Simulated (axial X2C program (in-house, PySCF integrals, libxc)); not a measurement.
AgO⁻: properties at the nuclei

Calculated with an in-house all-electron X2C program for linear molecules (integrals from PySCF): two-component X2C with atomic mean-field Coulomb and Gaunt terms, Gaussian nuclei, basis Ag dyall-acv3z, O dyall-av3z with contracted cores.

R = 1.907 Å (near the PBE0 minimum at charge -1 of the determinant lowest at the starting distance; the state shown can have its own minimum elsewhere).

Determinant lowest in the PBE0 search, Ω = 0 (closed shell), highest spinor 79% O p, 10% Ag d, 8% Ag p:

```json
{"level": "PBE0", "qzz Ag (a.u.)": "1.11", "qzz O (a.u.)": "2.29"}
{"level": "HF", "qzz Ag (a.u.)": "-0.26", "qzz O (a.u.)": "2.74"}
{"level": "BP86", "qzz Ag (a.u.)": "1.71", "qzz O (a.u.)": "2.19"}
{"level": "r2SCAN", "qzz Ag (a.u.)": "1.36", "qzz O (a.u.)": "2.27"}
{"level": "LDA", "qzz Ag (a.u.)": "1.87", "qzz O (a.u.)": "2.14"}
```

qzz is the electric field gradient, eQq0 = 234.96 MHz × Q/barn × qzz. The operators were transformed with the bare-nucleus X2C matrices; with these basis sets, hyperfine constants and field gradients can be off by tens of per cent, and where levels differ in sign neither size nor sign is settled.

(1) With Q(17O) = -0.02558 barn (Q from Pyykkö, Mol. Phys. 2018), turn the PBE0 values of the first state into constants in MHz.

Each state is one determinant with collinear spin. For an anion, determinants above electron detachment, or with a positive highest level, are held by the basis set. At HF a later determinant lies lower. States lie within half an eV, so the first need not be the ground state. Further determinants of the search, some of them spin-mixed, are not shown. Where a field gradient or hyperfine factor spreads by more than a factor of two over the levels, a constant derived from it is not to be relied on.

## Answers

(1) eQq0(17O) = 234.96 × (-0.02558) × (2.29) = -13.8 MHz.
